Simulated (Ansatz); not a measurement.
`C[O][GeH2][GaH2]` and `C[O][GeH2][AlH2]` differ in one atom or group.

Ansatz, PBE0-D4/def2-TZVP geometries, multiplicity 1. Each molecule was computed in one conformer, which needn't be the lowest.

Scalar relativity is left out up to krypton.

```json
{"property": "HOMO–LUMO gap (B3LYP/def2-TZVPP) / eV", "`C[O][GeH2][GaH2]`": "4.42"}
{"property": "HOMO energy (PBE/def2-TZVPP) / eV", "`C[O][GeH2][GaH2]`": "-5.80"}
{"property": "LUMO energy (ωB97M-V/def2-TZVPP) / eV", "`C[O][GeH2][GaH2]`": "-0.50"}
{"property": "HOMO–LUMO gap (PBE0/def2-TZVPP) / eV", "`C[O][GeH2][GaH2]`": "4.89"}
{"property": "LUMO energy (B3LYP/def2-TZVPP) / eV", "`C[O][GeH2][GaH2]`": "-2.47"}
{"property": "HOMO energy (B3LYP/def2-TZVPP) / eV", "`C[O][GeH2][GaH2]`": "-6.89"}
```

(1) Give the same properties after the change, and the shifts. (Estimate.)

Results:

(1) The calculation gave: 
```json
{"property": "HOMO–LUMO gap (B3LYP/def2-TZVPP) / eV", "`C[O][GeH2][AlH2]`": "4.48", "shift": "0.06"}
{"property": "HOMO energy (PBE/def2-TZVPP) / eV", "`C[O][GeH2][AlH2]`": "-5.76", "shift": "0.04"}
{"property": "LUMO energy (ωB97M-V/def2-TZVPP) / eV", "`C[O][GeH2][AlH2]`": "-0.56", "shift": "-0.06"}
{"property": "HOMO–LUMO gap (PBE0/def2-TZVPP) / eV", "`C[O][GeH2][AlH2]`": "4.88", "shift": "-0.01"}
{"property": "LUMO energy (B3LYP/def2-TZVPP) / eV", "`C[O][GeH2][AlH2]`": "-2.38", "shift": "0.09"}
{"property": "HOMO energy (B3LYP/def2-TZVPP) / eV", "`C[O][GeH2][AlH2]`": "-6.86", "shift": "0.03"}
```

B3LYP here is the variant with VWN-RPA as its local correlation; programs differ in this.
